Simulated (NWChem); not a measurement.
Species: SnNH$_{4}$Cl; SMILES [NH2][SnH2][Cl]

```xyz
7

Sn    -0.3317     0.4041    -0.0336
N      1.3297     1.5519     0.1154
Cl     0.1437    -1.8745     0.4308
H     -0.8717     0.4558    -1.6511
H     -1.4390     0.9109     1.1608
H      2.0630     1.3033    -0.5460
H      1.7421     1.5618     1.0465
```
Atoms are numbered in this order, from 1.

Level: PBE0/def2-SVP with def2 effective core potentials on Sn (NWChem), optimised geometry, unscaled harmonic frequencies. def2 effective core potentials on Sn; no spin-orbit coupling.

**Question.** List the harmonic frequencies with IR intensities, and the thermochemistry.

**Answer.** 
```json
[
 {"frequency (cm⁻¹)": "146", "IR intensity (km/mol)": "9.9"},
 {"frequency (cm⁻¹)": "199", "IR intensity (km/mol)": "35.5"},
 {"frequency (cm⁻¹)": "365", "IR intensity (km/mol)": "50.5"},
 {"frequency (cm⁻¹)": "391", "IR intensity (km/mol)": "38.5"},
 {"frequency (cm⁻¹)": "537", "IR intensity (km/mol)": "165.7"},
 {"frequency (cm⁻¹)": "548", "IR intensity (km/mol)": "0.5"},
 {"frequency (cm⁻¹)": "623", "IR intensity (km/mol)": "71.3"},
 {"frequency (cm⁻¹)": "681", "IR intensity (km/mol)": "156.2"},
 {"frequency (cm⁻¹)": "686", "IR intensity (km/mol)": "54.3"},
 {"frequency (cm⁻¹)": "861", "IR intensity (km/mol)": "31.0"},
 {"frequency (cm⁻¹)": "1542", "IR intensity (km/mol)": "13.3"},
 {"frequency (cm⁻¹)": "1964", "IR intensity (km/mol)": "78.2"},
 {"frequency (cm⁻¹)": "1977", "IR intensity (km/mol)": "156.0"},
 {"frequency (cm⁻¹)": "3559", "IR intensity (km/mol)": "20.3"},
 {"frequency (cm⁻¹)": "3659", "IR intensity (km/mol)": "24.2"}
]
```

```
Quantity                                                                            Value
-----------------------------------------------------------------------  ----------------
zero-point energy                                                           25.3 kcal/mol
thermal correction to the enthalpy at 298.15 K (with zero-point energy)     29.4 kcal/mol
heat capacity Cv                                                         18.4 cal/(mol K)
entropy at 298.15 K and 1 atm (symmetry number 1)                        76.8 cal/(mol K)
```

Rigid rotor and harmonic oscillator.
